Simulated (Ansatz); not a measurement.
C2H6BNOSi (`N=C1CB1[SiH2]O`). Total charge 0; spin multiplicity 1. The structure was optimised at the PBE0-D4/def2-TZVP level. It is one conformer, not always the lowest.

```xyz
12

N    -1.514    2.229    0.903
C    -0.987    1.094    0.736
C    -0.982   -0.326    1.164
B    -0.023    0.167    0.015
Si    1.359   -0.244   -1.350
O     2.096   -1.713   -1.170
H    -2.220    2.193    1.647
H    -0.529   -0.590    2.123
H    -1.846   -0.950    0.930
H     0.656   -0.140   -2.665
H     2.459    0.749   -1.317
H     1.531   -2.471   -1.015
```

(1) What is the dipole moment at r2SCAN/def2-TZVPP? (Estimate.)

(2) And with PBE, B3LYP, ωB97M-V? (An estimate is asked.)

(3) Give the Mulliken charges with r2SCAN, ωB97M-V, PBE in def2-TZVPP. (An estimate is asked.)

Results:

(1) Computed: 3.32 D, with components (-1.56, -2.57, 1.40) D in this frame, pointing from negative to positive charge.

(2) Computed: PBE 3.24 D, B3LYP 3.26 D, ωB97M-V 3.30 D.

(3) Computed: 
```
atom  r2SCAN  ωB97M-V    PBE
  N1   -0.30    -0.23  -0.20
  C2    0.08     0.06   0.00
  C3   -0.20    -0.27  -0.19
  B4    0.02     0.05   0.01
 Si5    0.45     0.30   0.34
  O6   -0.42    -0.38  -0.35
  H7    0.15     0.12   0.16
  H8    0.09     0.12   0.11
  H9    0.09     0.12   0.11
 H10   -0.10    -0.06  -0.08
 H11   -0.07    -0.03  -0.06
 H12    0.20     0.17   0.18
```

B3LYP here is the variant with VWN-RPA as its local correlation; programs differ in this.
